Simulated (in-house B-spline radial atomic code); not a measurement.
## TDHF excitations of Mg

Method: TDHF. Computed with a B-spline radial code for spherical atoms: linear response of the closed shell [Ne] 3s2 with bare exchange (time-dependent Hartree-Fock); non-relativistic, point nucleus, no spin-orbit coupling, no double excitations, S, P, D and F terms only.

Command:
```bash
python run_td.py task.json out
```
Settings (radii: box in bohr, nucleus in fm):
```
Z                        12
electrons                12
configuration            [Ne] 3s2
hamiltonian              nr
method                   hf
box_radius               5.5
wall_radius              5.5
intervals                45
```

Cost of the run: 0.3 s on 1 thread of Arm Neoverse N1 (shared host).

Confined states, up to the first strongly mixed one, which can leave gaps near the end. Labels give the largest channel, * marks a mixed state, and oscillator strengths are full-response dipole values. Energies in eV:

```csv
state,full response,Tamm-Dancoff,oscillator strength
3s → 3p 3P,1.695,2.648,-
3s → 3p 1P,6.174,6.512,1.75
3s → 3d 3D,9.808,9.852,-
3s → 3d 1D,11.509,11.546,-
3s → 4s 3S,16.595,16.632,-
3s → 4s 1S,18.506,18.550,-
3s → 4f 3F,18.714,18.720,-
3s → 4f 1F,19.503,19.508,-
3s → 4p 3P,21.986,22.008,-
3s → 4p 1P,?,?,?
3s → 4d 3D,28.036,28.050,-
3s → 4d 1D,?,?,-
3s → 5f 3F,42.80,42.80,-
3s → 5f 1F,43.47,43.47,-
3s → 5s 3S,46.14,46.15,-
3s → 5s 1S,46.89,46.90,-
```

Q: Where does 3s → 4p 1P lie?

A: At 23.064 eV in full response, 23.116 eV in Tamm-Dancoff, oscillator strength 0.22.

Q: Where does 3s → 4d 1D lie?

A: At 28.845 eV in full response, 28.856 eV in Tamm-Dancoff.

Q: How large is the singlet-triplet splitting of 3s → 3p (P terms) in Tamm-Dancoff?

A: 3.86 eV, from the unrounded values.

Q: What polarisabilities and dispersion coefficient does the method give?

A: Dipole 34.74 bohr³, quadrupole 158.5 bohr⁵, C6 212.9 hartree·bohr⁶ for two such species.
